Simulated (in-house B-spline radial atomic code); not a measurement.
Excitations of the zinc ion Zn²⁺ by several methods

Full response, energies in eV; labels give the largest channel, * marks a mixed state, a dash one above the method's threshold, and an imaginary frequency an unstable closed-shell reference. Computed with a B-spline radial code for spherical atoms: linear response of the closed shell [Ar] 3d10 with each method's own kernel (bare exchange for TDHF, static screening on G0W0 levels for BSE, the adiabatic kernel for functionals); non-relativistic, point nucleus, no spin-orbit coupling, no double excitations, S, P, D and F terms only. Only terms of natural parity with L up to 3 were computed.

Without relativity these are model numbers for so heavy an element.

```json
{"method": "TDHF", "3d → 4s 3D": "11.818", "3d → 4s 1D": "12.569", "3d → 4p 3P": "18.855", "α (bohr³)": "2.221"}
{"method": "BSE on G0W0@HF", "3d → 4s 3D": "10.536", "3d → 4s 1D": "11.163", "3d → 4p 3P": "17.722", "α (bohr³)": "2.244"}
{"method": "LDA VWN5", "3d → 4s 3D": "8.344", "3d → 4s 1D": "8.845", "3d → 4p 3P": "15.429", "α (bohr³)": "2.896"}
{"method": "PBE", "3d → 4s 3D": "8.081", "3d → 4s 1D": "8.648", "3d → 4p 3P": "15.040", "α (bohr³)": "2.917"}
{"method": "PBE0", "3d → 4s 3D": "9.195", "3d → 4s 1D": "9.783", "3d → 4p 3P": "16.228", "α (bohr³)": "2.675"}
{"method": "B3LYP (VWN-RPA)", "3d → 4s 3D": "8.736", "3d → 4s 1D": "9.333", "3d → 4p 3P": "15.796", "α (bohr³)": "2.748"}
{"method": "CAM-B3LYP", "3d → 4s 3D": "8.725", "3d → 4s 1D": "9.314", "3d → 4p 3P": "15.741", "α (bohr³)": "2.745"}
{"method": "LC-wPBE", "3d → 4s 3D": "8.526", "3d → 4s 1D": "9.095", "3d → 4p 3P": "15.473", "α (bohr³)": "2.812"}
{"method": "wB97X", "3d → 4s 3D": "9.378", "3d → 4s 1D": "9.694", "3d → 4p 3P": "16.475", "α (bohr³)": "2.784"}
{"method": "HSE06", "3d → 4s 3D": "9.145", "3d → 4s 1D": "9.736", "3d → 4p 3P": "16.204", "α (bohr³)": "2.687"}
{"method": "BHandHLYP", "3d → 4s 3D": "9.905", "3d → 4s 1D": "10.545", "3d → 4p 3P": "17.002", "α (bohr³)": "2.508"}
{"method": "BLYP", "3d → 4s 3D": "7.792", "3d → 4s 1D": "8.399", "3d → 4p 3P": "14.774", "α (bohr³)": "2.956"}
{"method": "PBEsol", "3d → 4s 3D": "8.240", "3d → 4s 1D": "8.803", "3d → 4p 3P": "15.203", "α (bohr³)": "2.905"}
{"method": "BP86", "3d → 4s 3D": "8.266", "3d → 4s 1D": "8.817", "3d → 4p 3P": "15.342", "α (bohr³)": "2.925"}
{"method": "LDA exchange-only", "3d → 4s 3D": "?", "3d → 4s 1D": "?", "3d → 4p 3P": "?", "α (bohr³)": "?"}
{"method": "B97-1", "3d → 4s 3D": "?", "3d → 4s 1D": "?", "3d → 4p 3P": "?", "α (bohr³)": "?"}
{"method": "RPBE", "3d → 4s 3D": "8.019", "3d → 4s 1D": "8.581", "3d → 4p 3P": "14.910", "α (bohr³)": "2.918"}
{"method": "OLYP", "3d → 4s 3D": "8.201", "3d → 4s 1D": "8.780", "3d → 4p 3P": "14.960", "α (bohr³)": "2.823"}
```

**Question.** What does B97-1 give?

**Answer.** 3d → 4s 3D: 9.237; 3d → 4s 1D: 9.615; 3d → 4p 3P: 16.382; α: 2.711 (eV, bohr³).

**Question.** What does LDA exchange-only give?

**Answer.** 3d → 4s 3D: 7.632; 3d → 4s 1D: 8.297; 3d → 4p 3P: 14.435; α: 3.036 (eV, bohr³).
